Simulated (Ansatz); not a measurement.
Reaction (hydrogenolysis of the Si–O bond): `F[Si](F)(Br)[O][InH2]` + H₂ → `F[SiH](F)Br` + `[OH][InH2]`

Isolated molecules relaxed with PBE0-D4/def2-TZVP in Ansatz; ΔE leaves out vibrations. CCSD(T)/CBS is the MP2 limit (def2-TZVPP, def2-QZVPP) plus CCSD(T) − MP2 in def2-TZVPP, frozen cores. This one scheme is used for every species. Functionals use def2-TZVPP. Elements past krypton have def2 core potentials. For Br, In outer-core shells are correlated without core-valence functions, which leaves a few kJ/mol of doubt a bond. Scalar relativity is left out up to krypton. One conformer a species, not always the lowest.

```csv
level,ΔE (kJ/mol),difference from CCSD(T)/CBS
LDA (SPW92),123.6,-15.1
revPBE-D4,125.8,-12.9
r2SCANh-D4,139.9,1.2
ωB97X-V,134.2,-4.5
PBE-QIDH,135.3,-3.4
r2SCAN,136.3,-2.4
r2SCAN0,138.8,0.1
LC-ωPBE,126.6,-12.1
HF/def2-SVP,134.8,-3.9
CCSD/def2-SVP,131.5,-7.2
MP2/def2-TZVPP,142.4,3.7
SCS-MP2/def2-TZVPP,138.8,0.1
CCSD/def2-TZVPP,136.7,-2.0
CCSD(T)/def2-TZVPP,137.7,-1.0
HF/def2-QZVPP,138.9,0.2
MP2/def2-QZVPP,143.4,4.7
CCSD(T)/CBS,138.7,0
```

Largest T1 diagnostic among the species: 0.017.

The D4 term adds +14.3 kJ/mol with B3LYP and +7.9 kJ/mol with PBE0; it sums over pairs of atoms, weighted by their polarisabilities, and B3LYP, whose exchange is more repulsive, gets the larger term. From PBE to PBE0 (25 % exact exchange), in def2-TZVPP and without D4, ΔE moves by +8.8 kJ/mol. At CCSD(T), def2-SVP lies −7.1 kJ/mol from the extrapolated value and def2-TZVPP −1.0 kJ/mol.

B3LYP here is the variant with VWN-RPA as its local correlation; programs differ in this.
